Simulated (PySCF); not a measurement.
Species: trifluoromethylgermane, CH₃F₃Ge.
Cartesian coordinates in Å at the PBE0-D3(BJ)/def2-SVP level; atoms count from 1:
```
atom  x, y, z in Å
F1     1.604   -0.221   -1.070
C2     0.977   -0.108    0.108
F3     1.521    0.934    0.750
F4     1.262   -1.207    0.818
Ge5   -0.992    0.114   -0.121
H6    -1.229    1.387   -0.941
H7    -1.510   -1.128   -0.856
H8    -1.608    0.229    1.278
```

Level of theory: core-valence-separated Tamm–Dancoff BHandHLYP/aug-pcX-1 (pcseg-1 on H, def2-SVPD on Ge) in PySCF, non-relativistic, gas phase, PBE0-D3(BJ)/def2-SVP geometry. The energies are unshifted.

(1) Give energies, oscillator strengths and core holes at the C K edge.

(2) Give energies, oscillator strengths and core holes at the F K edge.

Answers

(1) 
| E (eV) | f | core hole on | main final orbital |
| --- | --- | --- | --- |
| 291.23 | 0.0581 | C2 | LUMO+1 (66 %) |
| 291.37 | 0.1563 | C2 | spread (2 roots, f summed) |
| 293.06 | 0.0002 | C2 | LUMO (89 %) |
| 294.00 | 0.0069 | C2 | LUMO+4 (71 %) |
| 294.20 | 0.0295 | C2 | LUMO+2/LUMO+3 (2 roots, f summed) |

The first line with a tenth or more of the strongest one's intensity is at 291.23 eV (f = 0.058), with the hole on C2 (CF3 carbon). The strongest listed is at 291.37 eV (f = 0.156, sum of 2; C2).

(2) 
| E (eV) | f | core hole on | main final orbital |
| --- | --- | --- | --- |
| 686.91 | 0.0792 | F1/F3/F4 | spread (3 roots, f summed) |
| 687.68 | 0.0227 | F1/F3/F4 | LUMO+1 (3 roots, f summed) |
| 688.31 | 0.0253 | F1/F3/F4 | LUMO/LUMO+2/LUMO+3 (5 roots, f summed) |
| 688.34 | 0.0054 | F1/F3/F4 | LUMO (39 %) |
| 688.73 | 0.0130 | F1/F3/F4 | LUMO+4 (3 roots, f summed) |

The first line with a tenth or more of the strongest one's intensity is at 686.91 eV (f = 0.079, sum of 3), with the hole on F1/F3/F4 (fluorine of a CF3 group). It is also the strongest listed.

Roots within 0.03 eV whose holes lie on the same, on equivalent or on shared atoms are summed into one line, and the highest roots are left out, as the search may have cut off their partners. Final orbitals are the ground state's empty Kohn–Sham orbitals.

Task: What are the wavelength and the wavenumber of the 294.20 eV line?

Result: λ = 12398.42 eV Å/294.20 eV = 42.143 Å; 2.3729 × 10⁶ cm⁻¹.

Only the lowest roots of each edge were sought. Relativistic effects, spin–orbit coupling among them, are left out although an element past zinc is present.

Cost: about 28 s of CPU time on one thread; the machine was shared, so the figure is rough.
